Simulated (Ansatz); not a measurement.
Compare A (`C=C[CH2][Al]([F])[F]`) with its isomer B (`F[CH2][Al]1[CH2][CH]1F`).

Gas-phase electronic energies from Ansatz, PBE0-D4/def2-TZVP geometries. CBS: MP2 limit from def2 TZ/QZ plus the TZ coupled-cluster correction, frozen cores. DFT in def2-TZVPP. B3LYP here is the variant with VWN-RPA as its local correlation; programs differ in this. One conformer a species, not always the lowest.

(1) Which isomer does CCSD(T)/CBS put lower? Give the gap. (Estimate.)

(2) Give E(B) − E(A) in kcal/mol with CCSD/def2-TZVPP, HF/def2-TZVPP, PBE-D4, B2PLYP, r2SCAN-D4, PBE0-D4, B3LYP-D4. (An estimate is asked.)

Largest T1 diagnostic: 0.013.

Answers

(1) Computed: A, by 153.1 kcal/mol.

(2) Computed: CCSD/def2-TZVPP 152.7, HF/def2-TZVPP 156.3, PBE-D4 139.2, B2PLYP 150.8, r2SCAN-D4 148.3, PBE0-D4 143.5, B3LYP-D4 147.9. None reverses the order clearly.

The D4 term adds +1.4 kcal/mol with B3LYP and +0.7 kcal/mol with PBE0; it sums over pairs of atoms, weighted by their polarisabilities, and B3LYP, whose exchange is more repulsive, gets the larger term. From PBE to PBE0 (25 % exact exchange), in def2-TZVPP and without D4, E(B) − E(A) moves by +4.4 kcal/mol.
